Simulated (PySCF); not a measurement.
C₄H₄O, SMILES c1ccoc1.

Geometry: B3LYP-D3(BJ)/def2-SVP.

Two levels are set side by side: TDDFT-PBE/def2-SVPD (PySCF) and TDDFT-ωB97X/def2-SVPD (PySCF). Vertical, same geometry. The lowest singlet is HOMO→LUMO+1 100 % with PBE and HOMO→LUMO 98 % with the other functional; states are paired by order. Differences are taken from unrounded values.

```csv
quantity,TDDFT-ωB97X
lowest singlet excitation (eV),6.33
lowest triplet excitation (TDA) (eV),4.11
first bright state (f over 0.05) (eV),6.33
its oscillator strength,0.16
```

Problem. What does TDDFT-PBE give, and how far is it from TDDFT-ωB97X? (The exact figures need the calculation; the answer reports its results.)

Solution. 
| quantity | TDDFT-PBE | TDDFT-PBE minus TDDFT-ωB97X |
|---|---|---|
| lowest singlet excitation (eV) | 6.09 | -0.24 |
| lowest triplet excitation (TDA) (eV) | 4.11 | 0.00 |
| first bright state (f over 0.05) (eV) | 6.16 | -0.17 |
| its oscillator strength | 0.17 | 0.00 |

Functionals without exact exchange tend to place singlet excitations lower, as here. Differences between two approximate levels are no errors against the true value.

Rough cost on one machine, each run with all the roots and properties that it gave: TDDFT-ωB97X against TDDFT-PBE about 6 times.
